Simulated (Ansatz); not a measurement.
`CN(C)c1ccc(-c2ccc(-c3ccc(C#N)s3)s2)s1` with charge -1. Total charge -1; doublet. Geometry r2SCAN-D4/def2-SVP, that of the neutral singlet; atoms count from 1.

```xyz
32

C    -0.919   -4.257    2.493
N    -0.616   -3.165    3.393
C    -0.940   -3.299    4.797
C    -0.477   -1.900    2.894
C    -0.437   -0.691    3.588
C    -0.231    0.418    2.739
C    -0.130    0.099    1.392
C     0.065    0.975    0.273
C     0.074    2.370    0.261
C     0.297    2.917   -1.016
C     0.463    1.963   -2.015
C     0.698    2.144   -3.420
C     0.889    1.175   -4.405
C     1.095    1.713   -5.689
C     1.065    3.103   -5.706
C     1.234    3.964   -6.808
N     1.373    4.683   -7.720
S     0.775    3.743   -4.107
S     0.346    0.356   -1.334
S    -0.299   -1.637    1.173
H    -0.216   -4.252    1.644
H    -0.796   -5.210    3.025
H    -1.949   -4.207    2.086
H    -1.949   -2.910    5.041
H    -0.896   -4.360    5.076
H    -0.205   -2.755    5.411
H    -0.549   -0.613    4.669
H    -0.154    1.444    3.102
H    -0.090    2.969    1.158
H     0.335    3.990   -1.218
H     0.880    0.106   -4.187
H     1.264    1.122   -6.591
```

Single mean-field runs in def2-TZVP are fitted with def2-universal-jkfit. The highest occupied level of the charge -1 doublet lies above zero (up to 0.14 eV). By energy differences its removal costs 1.08 eV (vertical, to the charge 0 singlet, at PBE0-D4/def2-TZVP); self-interaction error and the lack of diffuse functions both raise the level.

Q: Estimate the Mulliken populations of the heavy atoms from the PBE0/def2-TZVP orbitals of Ansatz.

A: 
| atom | charge (e) | spin (α − β) |
| --- | --- | --- |
| C1 | -0.30 | 0.00 |
| N2 | -0.06 | 0.02 |
| C3 | -0.30 | 0.00 |
| C4 | 0.07 | 0.11 |
| C5 | -0.23 | -0.07 |
| C6 | -0.30 | 0.17 |
| C7 | 0.04 | -0.08 |
| C8 | 0.13 | 0.19 |
| C9 | -0.23 | -0.08 |
| C10 | -0.21 | 0.13 |
| C11 | 0.06 | 0.02 |
| C12 | 0.03 | 0.10 |
| C13 | -0.24 | 0.07 |
| C14 | -0.20 | -0.01 |
| C15 | 0.12 | 0.16 |
| C16 | -0.33 | -0.04 |
| N17 | -0.08 | 0.10 |
| S18 | -0.06 | 0.10 |
| S19 | -0.11 | 0.08 |
| S20 | -0.08 | 0.02 |
Mulliken values and Mayer orders depend strongly on the basis.

Q: Where does the spin sit?

A: Summed by element: C 0.68, N 0.12, S 0.20, H 0.00, of 1 unpaired in all. Largest on single atoms: C8 0.19, C6 0.17, C15 0.16.

Q: And the Mayer bond orders between bonded heavy atoms (over 0.3)?

A: C1–N2 0.99 (1.45 Å); N2–C3 0.99 (1.45 Å); N2–C4 1.15 (1.37 Å); C4–C5 1.51 (1.39 Å); C4–S20 1.18 (1.75 Å); C5–C6 1.29 (1.41 Å); C6–C7 1.51 (1.39 Å); C7–C8 0.99 (1.43 Å); C7–S20 1.22 (1.76 Å); C8–C9 1.39 (1.40 Å); C8–S19 1.22 (1.74 Å); C9–C10 1.40 (1.41 Å); C10–C11 1.30 (1.39 Å); C11–C12 1.12 (1.44 Å); C11–S19 1.22 (1.75 Å); C12–C13 1.30 (1.40 Å); C12–S18 1.26 (1.74 Å); C13–C14 1.44 (1.41 Å); C14–C15 1.41 (1.39 Å); C15–C16 1.00 (1.41 Å); C15–S18 1.14 (1.75 Å); C16–N17 3.07 (1.17 Å).
